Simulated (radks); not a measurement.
The nuclear charge of the cerium ion Ce+ is varied continuously with 57 electrons held in [Xe] 4f1 5d2. Calculated with a radial shooting solver on a logarithmic mesh with Libxc functionals: non-relativistic Kohn-Sham, SCAN, spin-unpolarised, spherical densities, point nucleus; meta-GGA in the generalised Kohn-Sham scheme; relativity is left out, which matters for an element this heavy. By the Hellmann-Feynman theorem dE/dZ = E(electron-nucleus)/Z, the electronic potential at the nucleus.

Z     E (hartree)  E(electron-nucleus)/Z (hartree)  HOMO  e(HOMO) (eV)  <r> HOMO (bohr)
57.1   -8258.5625                         -342.580    4f        -0.071            1.393
57.2   -8292.8612                         -343.372    4f        -1.013            1.279
57.3   -8327.2388                         -344.160    4f        -2.087            1.224
57.4   -8361.6937                         -344.945    5d        -2.898            3.328
57.5   -8396.2261                         -345.729    5d        -3.523            3.202
57.6   -8430.8397                         -346.511    5d        -4.191            3.092
57.7   -8465.5288                         -347.291    5d        -4.897            2.996
57.8   -8500.2967                         -348.071    5d        -5.639            2.910
57.9   -8535.1436                         -348.849    5d        -6.414            2.834
58     -8570.0667                         -349.627    5d        -7.220            2.765
58.1   -8605.0690                         -350.404    5d        -8.054            2.703
58.2   -8640.1477                         -351.180    5d        -8.915            2.645
58.3   -8675.3055                         -351.956    5d        -9.803            2.592
58.4   -8710.5374                         -352.731    5d       -10.714            2.543
58.5   -8745.8515                         -353.505    5d       -11.649            2.498
58.6   -8781.2391                         -354.280    5d       -12.607            2.455
58.7   -8816.7065                         -355.053    5d       -13.587            2.415
58.8   -8852.2505                         -355.827    5d       -14.588            2.377
58.9   -8887.8712                         -356.599    5d       -15.609            2.342
59     -8923.5713                         -357.372    5d       -16.650            2.308

The central difference of E at Z = 58 is -349.627 hartree, to compare with the third column; the second derivative is -7.92 hartree. No converged solution with all levels bound was reached at Z = 57.
